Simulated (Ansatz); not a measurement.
# K⁺ ··· BF3

The pair of K⁺ (SMILES [K+], atom 1) and BF3 (SMILES FB(F)F, atoms 2–5), both closed shells, in one local arrangement (a lower one may exist), relaxed at PBE0-D4/def2-TZVP:

```
atom    x (Å)    y (Å)    z (Å)
  K1   0.7404  -0.3822  -3.0830
  F2   0.6440  -0.3397   1.6899
  B3  -0.1925   0.0994   0.8015
  F4   0.1211  -0.0629  -0.4978
  F5  -1.3130   0.6854   1.0894
```

Computed with Ansatz 0.2.0 (basis: def2-TZVPPD, with def2-QZVPPD for the basis limit); correlated methods freeze the cores. The outer core shell of Li, Na, Mg and K is correlated. The def2 sets are not built for correlating such inner shells, so the correlated values are less sure here. B3LYP uses VWN-RPA correlation. Extrapolation: Hartree–Fock as exp(−7.88 √X), correlation as X^−2.97. Interaction energies count from these two fragments, frozen as in the pair, with the counterpoise correction; negative means bound.

(1) What is the interaction energy by CCSD(T) at an estimated basis limit (MP2 extrapolated from triple and quadruple zeta, plus CCSD(T) − MP2 in triple zeta)? (Judge from chemistry; the value comes from the calculation.)

(2) Which atoms make the shortest contact between the fragments?

No T1 diagnostic of these runs exceeds 0.013.

Results:

(1) Computed: -31.3 kJ/mol. Hartree–Fock alone gives -28.5 kJ/mol at the basis limit. It counts from the two fragments frozen as in the pair.

The same quantity by other methods in triple zeta, and each one's difference from that estimate:
```json
{"method": "PBE-D4", "E_int (kJ/mol)": "-31.8", "difference": "-0.5"}
{"method": "revPBE-D4", "E_int (kJ/mol)": "-30.3", "difference": "1.0"}
{"method": "BLYP-D4", "E_int (kJ/mol)": "-33.0", "difference": "-1.7"}
{"method": "r2SCAN-D4", "E_int (kJ/mol)": "-30.8", "difference": "0.4"}
{"method": "B97M-V", "E_int (kJ/mol)": "-31.2", "difference": "0.1"}
{"method": "PBE0-D4", "E_int (kJ/mol)": "-31.8", "difference": "-0.5"}
{"method": "B3LYP-D4", "E_int (kJ/mol)": "-33.5", "difference": "-2.3"}
{"method": "HSE06-D4", "E_int (kJ/mol)": "-31.8", "difference": "-0.5"}
{"method": "wB97X-V", "E_int (kJ/mol)": "-30.9", "difference": "0.3"}
{"method": "wB97M-V", "E_int (kJ/mol)": "-30.9", "difference": "0.4"}
{"method": "B2PLYP", "E_int (kJ/mol)": "-30.0", "difference": "1.3"}
{"method": "HF", "E_int (kJ/mol)": "-28.1", "difference": "3.2"}
{"method": "MP2", "E_int (kJ/mol)": "-29.5", "difference": "1.7"}
{"method": "CCSD", "E_int (kJ/mol)": "-29.5", "difference": "1.8"}
{"method": "CCSD(T)", "E_int (kJ/mol)": "-29.6", "difference": "1.7"}
```
Differences are method less estimate.

(2) K1 and F4, 2.68 Å apart.

Energy to bend the free fragments (PBE0-D4 minima) into their shapes in the pair, CCSD(T)/def2-TZVPPD: BF3 4.1 kJ/mol. This must be added to the interaction energy to get the binding energy from relaxed fragments.

Basis-set superposition shift (counterpoise-corrected less uncorrected): CCSD(T) 4.1; MP2 3.8; HF 0.3; PBE0-D4 0.6; wB97M-V 0.6 kJ/mol.

For scale, one of the runs: CCSD(T)/def2-TZVPPD, 193 basis functions, launched by `ansatz run in.yaml --threads 4 --pin off --events-out ev --progress --plain --max-ram 9574MiB`. Time: 57 s of wall clock on 4 CPU threads of an Arm Neoverse V1; the host was shared. Peak host memory: 2.5 GiB.
